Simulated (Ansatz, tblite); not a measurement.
Removing and adding an electron: (ClAlNH)4 cubane (Al₄N₄Cl₄H₄). The state is a singlet with charge 0. Geometry: PBE-D4/def2-SVP. Ansatz, gas phase; energy differences of separate SCF runs; the oxidised species was run as a doublet alone; the reduced species was run as a doublet alone.

```xyz
16

Al   -1.397    0.585   -0.722
Cl   -3.156    1.322   -1.632
N    -0.658   -1.185   -0.986
Al   -0.371   -1.352    0.921
Cl   -0.839   -3.055    2.082
N    -1.109    0.419    1.185
Al    0.658    1.186    0.987
Cl    1.487    2.680    2.231
N     0.371    1.351   -0.920
Al    1.110   -0.419   -1.186
Cl    2.507   -0.947   -2.681
N     1.395   -0.585    0.721
H    -1.060   -1.909   -1.589
H    -1.786    0.675    1.910
H     0.598    2.177   -1.483
H     2.248   -0.942    1.163
```

The xTB rows come from tblite. HOMO above LUMO, or a gap near zero within one spin, warns that the state may not be the lowest or that an electron is smeared out.

```tsv
level	−HOMO (eV)	vertical IE (eV)	−LUMO (eV)	vertical EA (eV)	HOMO–LUMO gap (eV)	IE − EA (eV)	remarks
GFN1-xTB	10.42	12.63	7.10	5.17	3.32	7.45	–
GFN2-xTB	11.56	13.53	7.23	5.29	4.33	8.24	–
PBE-D4/def2-SVP	7.04	9.27	1.87	0.01	5.18	9.27	HOMO above zero (-1 doublet), gap within one spin near zero (+1 doublet)
PBE0-D4/def2-SVP	8.49	10.06	1.10	-0.20	7.39	10.26	HOMO above zero (-1 doublet)
```

   A HOMO above zero means that the electron is unbound at that level or that self-interaction error raises the level; the energy of removing that electron tells which. Raw xTB energy differences between charge states are shifted by several eV; the methods need an empirical correction for them. Sets without diffuse functions give affinities that are too small. A negative affinity means that the extra electron isn't bound; its size then hangs on the basis.
